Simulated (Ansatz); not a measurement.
Consider the atomization: `C=[C](C)[GeH2][F]` → 3 C• + F• + Ge• + 7 H•.

Isolated molecules relaxed with PBE0-D4/def2-TZVP in Ansatz; ΔE leaves out vibrations. CCSD(T)/CBS adds triple-zeta CCSD(T) − MP2 to the extrapolated MP2 energy (def2 sets, frozen cores). This one scheme is used for every species, atoms too. Open shells (•) are unrestricted, without spin–orbit coupling. Spin–orbit coupling would lower the free atoms: a little for C, F; clearly for Ge. Bonds to Ge are less sure, by a few kJ/mol each and by 10 to 20 or more in all where they break to atoms, as the def2 sets lack core-valence functions. Scalar relativity is left out up to krypton. One conformer a species, not always the lowest.

```tsv
level	ΔE (eV)
HF/def2-TZVPP	34.89
CCSD(T)/def2-TZVPP	45.99
```

(1) What does CCSD(T)/CBS give? (Best estimate.)

Largest T1 diagnostic among the species: 0.011.

Answers

(1) Computed: +46.95 eV. The listed levels differ from it by -12.06, -0.96 eV.

From PBE to PBE0 (25 % exact exchange), in def2-TZVPP and without D4, ΔE moves by −0.68 eV: exact exchange takes away binding that semilocal exchange gives to molecules. In def2-TZVPP, CCSD(T) changes the Hartree–Fock value by +11.10 eV (the triples alone add +0.66 eV) and MP2 by +11.69 eV; breaking electron pairs costs correlation energy, which Hartree–Fock lacks.

For atomizations the MP2-based limit and the directly extrapolated one differ by several kJ/mol either way, and by 10 to 25 for some Ge, Se and Sn compounds, so smaller differences from it don't rank the levels.
